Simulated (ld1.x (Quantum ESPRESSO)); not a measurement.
**Reading a pseudo-wave (indium)**

Columns: radius, all-electron u(r) and pseudo u(r) of the 5s shell (level -19.21 eV) of indium in the configuration [Kr] 4d10 5s1.5 5p0; PBE, scalar-relativistic, RRKJ scheme, ld1.x (Quantum ESPRESSO) 7.5.

```json
{"r (bohr)": "0.108", "all-electron": "-0.1255", "pseudo": "0.0194"}
{"r (bohr)": "0.215", "all-electron": "0.1923", "pseudo": "0.0392"}
{"r (bohr)": "0.322", "all-electron": "0.1696", "pseudo": "0.0600"}
{"r (bohr)": "0.430", "all-electron": "-0.0687", "pseudo": "0.0828"}
{"r (bohr)": "0.538", "all-electron": "-0.2723", "pseudo": "0.1081"}
{"r (bohr)": "0.645", "all-electron": "-0.3541", "pseudo": "0.1363"}
{"r (bohr)": "0.752", "all-electron": "-0.3243", "pseudo": "0.1686"}
{"r (bohr)": "0.860", "all-electron": "-0.2187", "pseudo": "0.2065"}
{"r (bohr)": "0.968", "all-electron": "-0.0750", "pseudo": "0.2508"}
{"r (bohr)": "1.075", "all-electron": "0.0776", "pseudo": "0.3019"}
{"r (bohr)": "1.182", "all-electron": "0.2236", "pseudo": "0.3605"}
{"r (bohr)": "1.290", "all-electron": "0.3549", "pseudo": "0.4264"}
{"r (bohr)": "1.398", "all-electron": "0.4660", "pseudo": "0.4962"}
{"r (bohr)": "1.505", "all-electron": "0.5552", "pseudo": "0.5645"}
{"r (bohr)": "1.612", "all-electron": "0.6242", "pseudo": "0.6258"}
{"r (bohr)": "1.720", "all-electron": "0.6753", "pseudo": "0.6754"}
{"r (bohr)": "1.828", "all-electron": "0.7098", "pseudo": "0.7098"}
{"r (bohr)": "1.935", "all-electron": "0.7301", "pseudo": "0.7301"}
{"r (bohr)": "2.042", "all-electron": "0.7383", "pseudo": "0.7383"}
{"r (bohr)": "2.150", "all-electron": "0.7367", "pseudo": "0.7367"}
{"r (bohr)": "2.258", "all-electron": "0.7268", "pseudo": "0.7268"}
{"r (bohr)": "2.365", "all-electron": "0.7105", "pseudo": "0.7105"}
{"r (bohr)": "2.472", "all-electron": "0.6891", "pseudo": "0.6891"}
{"r (bohr)": "2.580", "all-electron": "0.6635", "pseudo": "0.6635"}
{"r (bohr)": "2.688", "all-electron": "0.6351", "pseudo": "0.6351"}
{"r (bohr)": "2.795", "all-electron": "0.6050", "pseudo": "0.6050"}
```

(1) How many radial nodes do the two functions have?

(2) At about which radius was the pseudo-wave matched?

(3) Is the pseudo-wave norm-conserving?

## Answers

(1) The all-electron 5s function has n − l − 1 = 4 (the table is too coarse to show those close to the nucleus); the pseudo-wave has 0, since the states of the same l below it are removed with the core.

(2) 1.85 bohr. The columns agree to 0.0005 from 1.72 bohr on; several derivatives are matched, so the curves merge somewhat inside the radius.

(3) Yes: the RRKJ scheme keeps the norm inside the radius equal to the all-electron one, which fixes the energy derivative of the logarithmic derivative at the level.
